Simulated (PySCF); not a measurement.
Q: Give a PBE0-D3(BJ)/def2-SVP geometry of `FC(F)=C(F)[SiH]1OCCO1`.

A: 
Z-matrix in Å and degrees, rows numbered from 1:
```
F 
C   1  1.3102
F   2  1.3018  1  111.79
C   2  1.3378  1  122.45  3   179.72
F   4  1.3435  2  117.74  1  -179.35
Si  4  1.8692  2  123.73  1     0.83
O   6  1.6719  4  115.05  2   -59.38
C   7  1.4171  6  109.45  4   103.55
C   8  1.5351  7  107.19  6    26.82
O   9  1.4163  8  107.31  7   -32.97
H   6  1.4813  4  107.26  2   175.83
H   8  1.1050  7  109.71  6   -93.30
H   8  1.1009  7  109.44  6   148.18
H   9  1.1055  8  110.77  7    86.80
H   9  1.1011  8  111.59  7  -152.79
```

The C–C distances run from 1.338 Å (C2=C4, drawn double) to 1.535 Å (C8–C9, drawn single), a spread of 0.197 Å. Of the pairs four or more bonds apart, F1···H12 is among the closest relative to their van der Waals radii: 2.77 Å, 104 % of the sum of Bondi's values. Si6 (oxygen-bound silicon) has angles from 96.6° to 116.7°. O7 (silyl ether oxygen) is bent (angle 109.4°).

Method: PySCF 2.14.0, PBE0-D3(BJ)/def2-SVP geometry optimisation, gas phase.

Point group: C1 (no symmetry element, even within 0.4 Å). Not checked by PBE0-D3(BJ)/def2-SVP frequencies. The numbers are those of one conformer (C2–C4–Si6–O7 -59°, C4–Si6–O7–C8 104°, Si6–O7–C8–C9 27°, O7–C8–C9–O10 -33°, C8–C9–O10–Si6 25°).
